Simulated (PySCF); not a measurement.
H11N2Si4 (doublet state).
Z-matrix (Å and degrees, GFN2-xTB geometry), rows numbered from 1:
```
N 
Si  1  1.7398
Si  2  2.2751  1  107.77
N   3  1.7625  2  104.45  1  -167.83
Si  4  1.7329  3  120.40  2  -100.95
Si  4  1.7321  3  118.98  2    90.18
H   1  1.0065  2  120.47  3   168.81
H   1  1.0070  2  119.61  3   -49.68
H   2  1.4787  1   99.27  3  -129.74
H   3  1.4797  2  126.21  1   -47.55
H   3  1.4756  2  109.96  1    77.83
H   5  1.4611  4  108.08  3   151.40
H   5  1.4620  4  107.02  3    32.38
H   5  1.4667  4  110.72  3   -87.87
H   6  1.4666  4  111.12  3    88.36
H   6  1.4647  4  106.63  3   -31.31
H   6  1.4605  4  108.36  3  -150.36
```

The hyperfine couplings belong to this conformer and change with its torsions.

Identity: `N[SiH][SiH2]N([SiH3])[SiH3]` [radical].

Method: UKS B3LYP, pcH-1 on H N Si, non-relativistic, mean-field spin-orbit, GIAO in PySCF 2.14.0. The structure is a single GFN2-xTB conformer in the gas phase; no vibrational or solvent corrections. Couplings are sensitive to structure, and on GFN2-xTB geometries they can be far from those on DFT ones, by a factor of two or more for some ions and for spin on atoms past the first row. Stability of the SCF solution: not tested.

Q: What is the g tensor, term by term?

A: 
```json
{"Δg (ppm)": "relativistic mass correction", "1": "-151", "2": "-151", "3": "-151"}
{"Δg (ppm)": "gauge correction", "1": "-4", "2": "57", "3": "51"}
{"Δg (ppm)": "orbital Zeeman/spin–orbit", "1": "-297", "2": "162", "3": "2182"}
{"Δg (ppm)": "total", "1": "-453", "2": "68", "3": "2082"}
```

So g = 2.00187, 2.00239, 2.00440 and g_iso = 2.00289; the tensor is rhombic: the two nearest values differ by 21 % of g3 − g1. 

Q: At 9.396 GHz, how far is the centre of the isotropic spectrum from where a free electron (g = 2.002319) resonates?

A: B = hν/(g μB) with μB/h = 13.99624 MHz/mT gives 335.27 mT for the free electron and 335.18 mT at g_iso, 0.09 mT lower.

Q: How much does each term add to the isotropic shift?

A: The orbital-Zeeman/spin–orbit term 682, the mass correction -151 and the gauge correction 35 ppm, for a total of 566 ppm. The orbital-Zeeman/spin–orbit term is the largest in size. The mass correction is the same along every axis, so the anisotropy comes from the other two: their spans along these axes are 62 (gauge) and 2479 ppm (orbital Zeeman/spin–orbit).

Q: In a frozen sample, at which fields do the three g values resonate at 9.5, 34, 94 and 263 GHz (hyperfine left aside), and which band first spreads them over more than twice a line width of 0.3 mT?

A: 
| band | GHz | B(g3) mT | B(g2) mT | B(g1) mT | spread mT |
| --- | --- | --- | --- | --- | --- |
| X | 9.5 | 338.63 | 338.97 | 339.06 | 0.43 |
| Q | 34.0 | 1211.94 | 1213.16 | 1213.48 | 1.53 |
| W | 94.0 | 3350.67 | 3354.04 | 3354.91 | 4.24 |
| J | 263.0 | 9374.75 | 9384.17 | 9386.62 | 11.87 |

The spread grows in proportion to the frequency. Q band is the first where it exceeds 0.6 mT.

The largest Mulliken spin populations are on Si2 (+0.72), N1 (+0.16) and Si3 (+0.07). The angles at Si2 add up to 330.5°, so it is pyramidal.

The HOMO–LUMO gaps are 4.03 eV among the α and 4.50 eV among the β orbitals.

On an Arm Neoverse V2 with one thread (shared host), this took 2.1 min of wall time (with the writing of density and orbital grids) and 1.0 GiB of memory at its peak.
